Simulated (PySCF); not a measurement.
## Radial density of I(43+) (iodine, charge +43)

r2SCANh, [Ne], closed-shell 1S. Calculation: PySCF 2.14, in an uncontracted even-tempered set (17 s from 20 bohr⁻², ratio 2.5; 11 p from 26 bohr⁻², ratio 2.5; 5 d from 110 bohr⁻², ratio 2.7; 4 f from 160 bohr⁻², ratio 2.7); scalar relativity by spin-free X2C-1e.

```tsv
r (bohr)	4πr²ρ (e/bohr)
0.0202	67.25
0.0340	55.65
0.0573	63.49
0.0963	72.21
0.162	24.39
0.272	0.9218
0.458	0.001795
```

Densities and radii are taken from the X2C orbitals without a picture-change correction, which distorts them close to the nucleus.
